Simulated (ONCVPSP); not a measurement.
# Transferability test, ONCV potential for B (Z = 5)

ONCVPSP 4.0.1 input, shortened (lines: element, Z, core and valence counts, functional; n l f; lmax; l rc ep ncon nbas qcut; lloc lpopt rc5 dvloc0; l nproj debl; icmod fcfact rcfact), PBEsol, scalar-relativistic:

```
  B 5.00    1    1  -116133      upf
    1    0    2.00
    2    0    2.00
    2
    0    1.25    0.00    5   10    5.70
    1    1.40    0.07    4    7    5.90
    2    1.15    0.29    4    7    9.50
    4    5    0.85    0.00
    0    2    3.90
    1    2    1.10
    2    2    3.90
    3    4.50    1.55
```

In the p channel the program set the typed energies aside and used 0.050, 1.150 Ha.

Energies are relative to the spin-unpolarised reference configuration 2s2; without spin polarisation the order of configurations can differ from experiment.

```tsv
valence configuration	charge	ΔE all-electron (eV)	error AE − PS (meV)
2s2 2p1	0	-8.139	+2.6
2s1	+2	25.262	+9.6
2s2 2p0.5	+0.5	-5.284	+1.0
```

Q: What are ΔE and the potential's error for 2s0 2p3?

A: ΔE = 3.517 eV all-electron; the error (AE − PS) is +21 meV.
